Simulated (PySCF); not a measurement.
This PySCF input asks for the NMR shieldings of SMILES C/C=C/C[Si](O)(O)CC, C6H14O2Si; the geometry comes from GFN2-xTB.

```python
import basis_set_exchange as bse
import numpy as np
from pyscf import gto, dft
from pyscf.prop import nmr

atoms = """
C    -3.980233   -0.008875   -0.028915
C    -2.598290   -0.575373    0.001188
C    -1.577895   -0.038773    0.651349
C    -0.187865   -0.576251    0.643307
Si    0.901353    0.442153   -0.565812
O     0.836571    2.029505   -0.161624
O     0.329899    0.354235   -2.082205
C     2.680307   -0.222022   -0.659084
C     3.404572   -0.247967    0.683841
H    -4.027059    0.928119    0.520957
H    -4.689547   -0.709642    0.412375
H    -4.294669    0.172208   -1.056988
H    -2.457166   -1.494215   -0.553873
H    -1.720294    0.883925    1.200053
H     0.222371   -0.539008    1.652740
H    -0.200497   -1.620396    0.333905
H     1.152570    2.331059    0.684507
H    -0.491676    0.785566   -2.303346
H     3.246716    0.396961   -1.355041
H     2.677785   -1.227266   -1.077334
H     4.417481   -0.630323    0.568969
H     2.881241   -0.885796    1.392687
H     3.469573    0.752097    1.108423
"""
names = dict.fromkeys(["C", "Si", "O", "H"], "pcSseg-1")
basis = {el: gto.basis.parse(bse.get_basis(n, elements=[el], fmt="nwchem")) for el, n in names.items()}
mol = gto.M(atom=atoms, basis=basis, charge=0, verbose=0)
mf = dft.RKS(mol, xc="PBE0")
mf.grids.level = 2
mf.grids.alignment = dft.numint.BLKSIZE   # the property module wants whole blocks of grid points
mf.conv_tol = 1e-9
mf.kernel()

calc = nmr.RKS(mf)   # GIAO
C = mf.mo_coeff
Co = C[:, mf.mo_occ > 0]
resp = mf.gen_response(singlet=True, hermi=2)
def vind(x):   # induced exchange potential for any number of trial vectors
    d = np.einsum("pi,xij,qj->xpq", C, 2 * x.reshape(-1, C.shape[1], Co.shape[1]), Co, optimize=True)
    return np.einsum("xpq,pi,qj->xij", resp(d - d.transpose(0, 2, 1)), C, Co, optimize=True).ravel()
mo1, _ = nmr.rhf.solve_mo1(calc, with_cphf=vind)
sigma = calc.kernel(mo1)
for i, s in enumerate(sigma):   # ppm
    print("%2d %-2s %9.2f" % (i, mol.atom_pure_symbol(i), np.trace(s) / 3))
```

Question: Give the expected output.

Answer: 
```
 0 C     164.61
 1 C      54.89
 2 C      53.91
 3 C     161.15
 4 Si    362.00
 5 O     293.42
 6 O     293.29
 7 C     175.33
 8 C     178.13
 9 H      29.99
10 H      29.77
11 H      29.87
12 H      26.06
13 H      26.00
14 H      30.20
15 H      30.33
16 H      30.32
17 H      29.39
18 H      30.99
19 H      31.16
20 H      30.39
21 H      31.01
22 H      31.12
```

These numbers come from an equivalent density-fitted implementation of the same equations, which agrees with the script to about 0.01 ppm for H and up to a few tenths of a ppm for heavy atoms, so last digits may differ.

Question: Turn these shieldings into chemical shifts. Shifts are taken against calculated references (same method and geometry level): TMS for 13C (186.93 ppm), 29Si (349.16 ppm), 1H (31.72 ppm); 17O (336.08 ppm) against H2O.

Answer: Averaging equivalent atoms: C 2: 133.0; C 1: 132.0; C 3: 25.8; C 0: 22.3; C 7: 11.6; C 8: 8.8; Si 4: -12.8; O 5/6: 42.7; H 13: 5.71; H 12: 5.66; H 16/17: 1.87; H 9/10/11: 1.84; H 14/15: 1.45; H 20/21/22: 0.88; H 18/19: 0.64 ppm. Experimental scales use liquid or dissolved standards, which lie at an offset from isolated H2O (liquid H2O: subtract about 36 ppm).

Size and cost of the density-fitted run: 230 basis functions, 56 s wall time on 1 thread of an Arm Neoverse V1, shared host; peak memory 1.1 GiB.
